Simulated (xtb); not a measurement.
C$_{5}$H$_{6}$, charge +1, doublet, at a GFN2-xTB geometry (a state made from the parent by changing its charge; the spin is typed, not shown lowest); GFN1-xTB in xtb 6.7.1.

xtb was given this input:
```
$ xtb mol.xyz --gfn 1 --chrg 1 --uhf 1 --acc 0.1 --json

# file mol.xyz
11

C     -0.98790887     0.71868394    -0.17988334
C      0.34059255     1.13588000    -0.13658648
C      1.21963298    -0.02978501     0.09899907
C      0.25863393    -1.15051388     0.18522641
C     -1.03765990    -0.66921693     0.01546550
H     -1.84043208     1.35716711    -0.33774019
H      0.69208927     2.14820718    -0.25459189
H      1.82671568     0.07629131     1.00725328
H      1.95930614    -0.16875085    -0.69993736
H      0.53700300    -2.17822320     0.35435878
H     -1.93442621    -1.26498019     0.03133043
```

Output, abridged:

```
   ID    Z sym.   atoms
    1    6 C      1-5
    2    1 H      6-11

           -------------------------------------------------
          |                Calculation Setup                |
           -------------------------------------------------

           -------------------------------------------------
          |                 G F N 1 - x T B                 |
           -------------------------------------------------

          ...................................................
          :                      SETUP                      :
          :.................................................:
          :  # basis functions                  32          :
          :  # atomic orbitals                  32          :
          :  # shells                           22          :
          :  # electrons                        25          :
          :  # halogen bonds                     0          :
          :  max. iterations                   250          :
          :  Hamiltonian                  GFN1-xTB          :
          :  restarted?                      false          :
          :  GBSA solvation                  false          :
          :  PC potential                    false          :
          :  electronic temp.          300.0000000     K    :
          :  accuracy                    0.1000000          :
          :  -> integral cutoff          0.3500000E+02      :
          :  -> integral neglect         0.1000000E-08      :
          :  -> SCF convergence          0.1000000E-06 Eh   :
          :  -> wf. convergence          0.2000000E-05 e    :
          :  Broyden damping             0.4000000          :
          :  net charge                          1          :
          :  unpaired electrons                  1          :
          ...................................................

 iter      E             dE          RMSdq      gap      omega  full diag
   1    -13.4313680 -0.134314E+02  0.843E+00    3.13       0.0  T
   2    -13.4546822 -0.233142E-01  0.504E+00    3.24       1.0  T
   3    -13.4547668 -0.846217E-04  0.501E-01    3.28       1.0  T
   4    -13.4556609 -0.894136E-03  0.837E-02    3.26       1.0  T
   5    -13.4557464 -0.855082E-04  0.158E-02    3.26       1.9  T
   6    -13.4557482 -0.178343E-05  0.205E-03    3.26      14.7  T
   7    -13.4557482 -0.780957E-08  0.110E-03    3.26      27.4  T
   8    -13.4557482 -0.864272E-08  0.365E-05    3.26     826.8  T
   9    -13.4557482  0.735412E-12  0.137E-05    3.26    2207.1  T
  10    -13.4557482 -0.101608E-11  0.185E-06    3.26   16272.2  T

   *** convergence criteria satisfied after 10 iterations ***

         :::::::::::::::::::::::::::::::::::::::::::::::::::::
         ::                     SUMMARY                     ::
         :::::::::::::::::::::::::::::::::::::::::::::::::::::
         :: total energy             -13.227958306364 Eh    ::
         :: gradient norm              0.012438543338 Eh/a0 ::
         :: HOMO-LUMO gap              3.258036720821 eV    ::
         ::.................................................::
         :: SCC energy               -13.455748223424 Eh    ::
         :: -> electrostatic           0.119235965559 Eh    ::
         :: repulsion energy           0.231393114667 Eh    ::
         :: dispersion energy         -0.003603197607 Eh    ::
         :: halogen bond corr.         0.000000000000 Eh    ::
         :: add. restraining           0.000000000000 Eh    ::
         :: total charge               1.000000000000 e     ::
         :::::::::::::::::::::::::::::::::::::::::::::::::::::

           -------------------------------------------------
          |                Property Printout                |
           -------------------------------------------------

    * Orbital Energies and Occupations

         #    Occupation            Energy/Eh            Energy/eV
      -------------------------------------------------------------
         1        2.0000           -0.9162755             -24.9331
         2        2.0000           -0.8753710             -23.8201
         3        2.0000           -0.8730823             -23.7578
         4        2.0000           -0.8285784             -22.5468
         5        2.0000           -0.8190100             -22.2864
         6        2.0000           -0.8045203             -21.8921
         7        2.0000           -0.7782439             -21.1771
         8        2.0000           -0.7345377             -19.9878
         9        2.0000           -0.7327568             -19.9393
        10        2.0000           -0.7252724             -19.7357
        11        2.0000           -0.7245738             -19.7167
        12        2.0000           -0.7020762             -19.1045
        13        1.0000           -0.6525572             -17.7570 (HOMO)
        14                         -0.5328266             -14.4989 (LUMO)
        15                         -0.4354834             -11.8501
        16                         -0.3297563              -8.9731
        17                         -0.3113205              -8.4715
        18                         -0.3007892              -8.1849
        19                         -0.2952702              -8.0347
        20                         -0.2847594              -7.7487
        21                         -0.2765807              -7.5261
        22                         -0.1221090              -3.3228
        23                         -0.0826008              -2.2477
        24                         -0.0043571              -0.1186
       ...                                ...                  ...
        32                          0.4210182              11.4565
      -------------------------------------------------------------
                  HL-Gap            0.1197306 Eh            3.2580 eV
             Fermi-level           -0.6350043 Eh          -17.2793 eV

  Mulliken/CM5 charges         n(s)   n(p)   n(d)
     1C     0.04408 -0.01213   1.092  2.863  0.000
     2C     0.11188  0.05238   1.137  2.751  0.000
     3C    -0.05367 -0.15294   1.037  3.017  0.000
     4C     0.11188  0.05238   1.137  2.751  0.000
     5C     0.04408 -0.01213   1.092  2.863  0.000
     6H     0.11539  0.17118   0.885  0.000  0.000
     7H     0.11862  0.17379   0.881  0.000  0.000
     8H     0.13686  0.19125   0.863  0.000  0.000
     9H     0.13686  0.19125   0.863  0.000  0.000
    10H     0.11862  0.17379   0.881  0.000  0.000
    11H     0.11539  0.17118   0.885  0.000  0.000

Wiberg/Mayer (AO) data.
largest (>0.10) Wiberg bond orders for each atom

 ---------------------------------------------------------------------------
     #   Z sym  total        # sym  WBO       # sym  WBO       # sym  WBO
 ---------------------------------------------------------------------------
     1   6 C    3.948 --     2 C    1.440     5 C    1.388     6 H    0.962
     2   6 C    3.754 --     1 C    1.440     3 C    1.071     7 H    0.963
                             4 C    0.143
     3   6 C    3.993 --     4 C    1.071     2 C    1.071     8 H    0.898
                             9 H    0.898
     4   6 C    3.754 --     5 C    1.440     3 C    1.071    10 H    0.963
                             2 C    0.143
     5   6 C    3.948 --     4 C    1.440     1 C    1.388    11 H    0.962
     6   1 H    0.985 --     1 C    0.962
     7   1 H    0.985 --     2 C    0.963
     8   1 H    0.982 --     3 C    0.898
     9   1 H    0.982 --     3 C    0.898
    10   1 H    0.985 --     4 C    0.963
    11   1 H    0.985 --     5 C    0.962
 ---------------------------------------------------------------------------

Topologies differ in total number of bonds
Writing topology from bond orders to xtbtopo.mol

 dipole moment from electron density (au)
     X       Y       Z
   0.3243  -0.0079   0.0263  total (Debye):    0.827

           -------------------------------------------------
          | TOTAL ENERGY              -13.227958306364 Eh   |
          | GRADIENT NORM               0.012438543338 Eh/α |
          | HOMO-LUMO GAP               3.258036720821 eV   |
           -------------------------------------------------

normal termination of xtb
```
